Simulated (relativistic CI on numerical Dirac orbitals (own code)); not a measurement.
Method of calculation: Dirac-Coulomb-Breit CI, KLI orbitals optimised for each configuration, model QED (radiative potential, 1s self-energy scaled to tabulated hydrogen-like ionisation energies), unscaled Slater integrals (own radial code, finite nucleus).

CI space (outside the closed core [Ne]): 3s²3p⁶3d³, 3s²3p⁵3d⁴, 3s3p⁶3d⁴, 3s²3p⁶3d²4s, 3s²3p⁶3d²4p, 3s²3p⁶3d²4d, 3s²3p⁵3d³4s, 3s²3p⁶3d²4f, 3s²3p⁵3d³4p, 3s3p⁶3d³4s, 3p⁶3d⁴4p, 3s3p⁶3d³4p, 3s²3p⁶3d4s4p, 3s²3p⁶3d²5s, 3s²3p⁶3d²5p, 3s²3p⁶3d4p4d, 3s²3p⁶3d²5d, 3s²3p⁶3d²5f, 3s²3p⁶3d²5g, 3s3p⁶3d²4s4p, 3s²3p⁶3d²6s, 3p⁶3d⁵, 3p⁵3d⁶, 3p⁵3d⁵4s, 3p⁶3d⁴4s, 3p⁵3d⁴4s², 3s²3p⁶3d4s², 3s²3p⁶4s²4p, 3s²3p⁶4s²4d, 3s²3p⁶3d4p², 3s²3p⁶4s4p², 3s²3p⁶4p³, 3s²3p⁶4p²4d, 3s²3p⁵3d4s4p², 3s²3p⁶3d4s4d, 3s²3p⁶4s4p4d, 3s²3p⁶4s4d², 3s²3p⁵3d4s²4d, 3s²3p⁶3d4d², 3s²3p⁶4p4d², 3s²3p⁶4d³, 3s²3p⁵3d4s4d², 3s3p⁶3d²4s², 3s3p⁶3d4s²4p, 3s3p⁶3d4s²4d. Double excitations out of closed p, d and f shells are left out; levels of such configurations are missing from the list, as are those of other unlisted configurations, and high levels can miss mixing partners. These lack a partner that the ground configuration has and come out too high: 3s²3p⁵3d³4p.

At this charge energies of transitions that change n are usually good to better than 1 %, and those within a shell (Δn = 0) to a few per cent.

Outline of the computed level scheme of Hg LX. Lowest level of each configuration: 3s²3p⁶3d³ ⁴F3/2 at 0.000 eV; 3s²3p⁵3d⁴ ⁴P°3/2 at 318.511 eV.

Some strong electric-dipole decays among the lowest 45 levels: 3s²3p⁵3d⁴ ²D°3/2 → 3s²3p⁶3d³ ⁴F3/2 (2.2e+12 s⁻¹); 3s²3p⁵3d⁴ ²F°5/2 → 3s²3p⁶3d³ ⁴F3/2 (1.9e+12 s⁻¹); 3s²3p⁵3d⁴ ⁴D°1/2 → 3s²3p⁶3d³ ⁴F3/2 (1.4e+12 s⁻¹); 3s²3p⁵3d⁴ ⁴F°7/2 → 3s²3p⁶3d³ ⁴F5/2 (3.3e+10 s⁻¹); 3s²3p⁵3d⁴ ⁴P°1/2 → 3s²3p⁶3d³ ⁴F3/2 (1.9e+10 s⁻¹); 3s²3p⁵3d⁴ ⁴F°3/2 → 3s²3p⁶3d³ ⁴P3/2 (1.8e+10 s⁻¹); 3s²3p⁵3d⁴ ⁴F°3/2 → 3s²3p⁶3d³ ⁴P1/2 (1.6e+10 s⁻¹); 3s²3p⁵3d⁴ ⁶D°7/2 → 3s²3p⁶3d³ ⁴F5/2 (1.4e+10 s⁻¹).

LS names give the leading component of a level, which can be under half, so a name can repeat, a term be missing and a line seem to break the LS rules.
